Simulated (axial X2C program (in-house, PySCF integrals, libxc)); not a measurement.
Low determinants of WO⁺ at the PBE0 level, two-component

All values were computed with an axial X2C code built on PySCF integrals. Two-component (2c) means X2C with spin–orbit coupling and atomic mean-field two-electron Coulomb and Gaunt terms. Basis: W dyall-cv3z [13s14p9d7f4g], O dyall-av3z [7s6p3d2f] (cores contracted in-house); Gaussian nuclei, density fitting, unrestricted open shells. Masses: W 183.951 u, O 15.995 u.

Search at 1.634 Å (vertical energies from the lowest determinant):

```tsv
ΔE (eV)	state	electrons beyond evenly filled partner blocks	electrons in ±ω = 1/2, 3/2, 5/2, 7/2
0.00	Ω = 3/2	ω = 1/2, ω = -3/2, ω = 5/2	47 23 9 2
1.02	Ω = 1/2	ω = 1/2	47 24 8 2
1.43	Ω = 1/2	ω = -1/2, ω = -3/2, ω = 5/2	47 23 9 2
1.55	Ω = 3/2	ω = 3/2	48 23 8 2
1.60	Ω = 9/2	ω = 1/2, ω = 3/2, ω = 5/2	47 23 9 2
1.65	Ω = 7/2	ω = -1/2, ω = 3/2, ω = 5/2	47 23 9 2
1.82	Ω = 5/2	ω = 5/2	46 24 9 2
```

Lowest determinant, Ω = 3/2 (⟨Sz⟩ = 1.49, ⟨Lz⟩ = 0.01 at PBE0): Re = 1.629 Å, ωe = 1142.1 cm⁻¹.

The determinant in row 2 of the search, Ω = 1/2 (⟨Sz⟩ = 0.51, ⟨Lz⟩ = -0.01 at PBE0), was followed along the bond at PBE0; measured from the minimum of the lowest determinant it gives:

Te = 1.017 eV (8202 cm⁻¹), Re = 1.624 Å, ωe = 1162.6 cm⁻¹.

Question: Compare the bond of the determinant in row 2 with that of the lowest one.

Answer: At PBE0 its Re is 0.005 Å shorter and its force constant, which goes as ωe², is 1.04 times that of the lowest determinant. T0 ≈ Te + Δωe/2 = 8202 + (10) = 8212 cm⁻¹.

The search compares states at one distance, so a state with another bond length can lie lower; it is not exhaustive and yields mostly the lowest determinant of each block pattern, so other components and higher states of one pattern are missing. These are energies of single determinants, not of spin-adapted states; PBE0 term energies can be off by some tenths of an eV, and the functional has no current term.
